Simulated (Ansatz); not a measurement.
One change: `[CH3][GeH3]` becomes `Cl[CH2][GeH3]`.

Ansatz, PBE0-D4/def2-TZVP geometries, multiplicity 1. 

Scalar relativity is left out up to krypton.

| property | `[CH3][GeH3]` |
| --- | --- |
| HOMO–LUMO gap (ωB97M-V/def2-TZVPP) / eV | 13.54 |
| HOMO energy (PBE/def2-TZVPP) / eV | -7.68 |
| LUMO energy (ωB97M-V/def2-TZVPP) / eV | 2.39 |
| HOMO energy (B3LYP/def2-TZVPP) / eV | -8.70 |
| LUMO energy (B3LYP/def2-TZVPP) / eV | 0.58 |
| HOMO–LUMO gap (PBE/def2-TZVPP) / eV | 7.79 |

Question: What does the change do to each property? (Best estimate.)

Answer: The calculation gave: 
```
                               property  `Cl[CH2][GeH3]`  shift
HOMO–LUMO gap (ωB97M-V/def2-TZVPP) / eV            12.26  -1.28
      HOMO energy (PBE/def2-TZVPP) / eV            -6.68   1.00
  LUMO energy (ωB97M-V/def2-TZVPP) / eV             2.05  -0.34
    HOMO energy (B3LYP/def2-TZVPP) / eV            -7.75   0.95
    LUMO energy (B3LYP/def2-TZVPP) / eV            -0.01  -0.59
    HOMO–LUMO gap (PBE/def2-TZVPP) / eV             5.97  -1.82
```

With PBE0 the HOMO rises by 0.94 eV and the LUMO falls by 0.61 eV, so the gap narrows by about 1.55 eV. PBE moves the HOMO by 1.00 eV and ωB97M-V by 0.95 eV.

B3LYP here is the variant with VWN-RPA as its local correlation; programs differ in this.
